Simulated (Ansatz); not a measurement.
SiAu₄⁺. The state is a doublet with charge 1. Geometry r2SCAN-D4/def2-SVP, that of the neutral singlet; atoms count from 1.

```tsv
atom	x (Å)	y (Å)	z (Å)
Au1	-0.937	1.751	-0.922
Au2	2.185	-0.132	0.075
Au3	-1.195	-1.805	0.331
Au4	-0.151	0.532	1.480
Si5	0.099	-0.346	-0.963
```

In the def2 sets Au takes a core potential; there is no spin–orbit coupling. The structure comes from a short search, and lower isomers may exist.

**Question.** Estimate the Mulliken populations from the PBE0/def2-TZVP orbitals of Ansatz.

**Answer.** 
| atom | charge (e) | spin (α − β) | d electrons |
| --- | --- | --- | --- |
| Au1 | 0.41 | 0.09 | 9.61 |
| Au2 | 0.41 | 0.09 | 9.61 |
| Au3 | 0.41 | 0.09 | 9.61 |
| Au4 | 0.37 | 0.27 | 9.79 |
| Si5 | -0.60 | 0.45 | – |
Mulliken values depend strongly on the basis.

**Question.** Where does the spin sit?

**Answer.** Summed by element: Au 0.55, Si 0.45, of 1 unpaired in all. Largest on single atoms: Si5 0.45, Au4 0.27, Au3 0.09.

**Question.** And the Mayer bond orders between heavy atoms (over 0.3)?

**Answer.** Au1–Si5 1.12 (2.34 Å); Au2–Si5 1.12 (2.34 Å); Au3–Si5 1.12 (2.34 Å); Au4–Si5 0.58 (2.61 Å).
